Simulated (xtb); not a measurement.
C₂H₆O₆Si₂, SMILES C(#C[Si](O)(O)O)[Si](O)(O)O. All values are semi-empirical tight-binding results from xtb (GFN2-xTB unless named), good for trends rather than for accurate numbers. Coordinates come from a GFN2-xTB optimisation. This is a generated structure with no PubChem entry under its InChIKey; it may be hypothetical. Other conformers were not sampled.

Optimised geometry:

```xyz
16

Si    -0.0002     2.4640     0.0001
O      1.1984     3.0269    -0.9420
O      0.2165     3.0323     1.5072
O     -1.4146     3.0285    -0.5674
C     -0.0008     0.6041     0.0024
C      0.0008    -0.6041     0.0024
Si     0.0002    -2.4640     0.0001
O      1.4146    -3.0285    -0.5674
O     -1.1984    -3.0269    -0.9420
O     -0.2165    -3.0323     1.5072
H      2.0910     3.0157    -0.6122
H     -0.5131     3.0139     2.1180
H     -1.5811     3.0035    -1.5041
H      1.5811    -3.0035    -1.5041
H     -2.0910    -3.0157    -0.6122
H      0.5131    -3.0139     2.1180
```
Charge 0, spin multiplicity 1.

Computed properties:
```json
{
 "point_group_as_xtb_finds_it": "D3",
 "orbital_gap": "5.40 eV",
 "dipole_moment": "0.02 D",
 "zero_point_energy": "58.6 kcal/mol",
 "G − E(el) at 298.15 K (modified RRHO)": "33.5 kcal/mol",
 "static polarisability (D4 model)": "113.8 bohr³",
 "solvation energy, GFN2-xTB/ALPB(water)": "-22.6 kcal/mol",
 "solvation energy, GFN2-xTB/ALPB(benzene)": "-9.0 kcal/mol"
}
```

**Question.** Give the atomic charges and the Wiberg bond orders between heavy atoms. (Estimate from the structure and the level; the computed values follow.)

**Answer.** charges (e) Si1 0.64, O2 -0.48, O3 -0.48, O4 -0.48, C5 -0.13, C6 -0.13, Si7 0.64, O8 -0.48, O9 -0.48, O10 -0.48, H11 0.31, H12 0.31, H13 0.31, H14 0.31, H15 0.31, H16 0.31. Bond orders Si1–O2 1.14, Si1–O3 1.14, Si1–O4 1.14, Si1–C5 0.87, C5–C6 2.89, C6–Si7 0.87, Si7–O8 1.14, Si7–O9 1.14, Si7–O10 1.14.
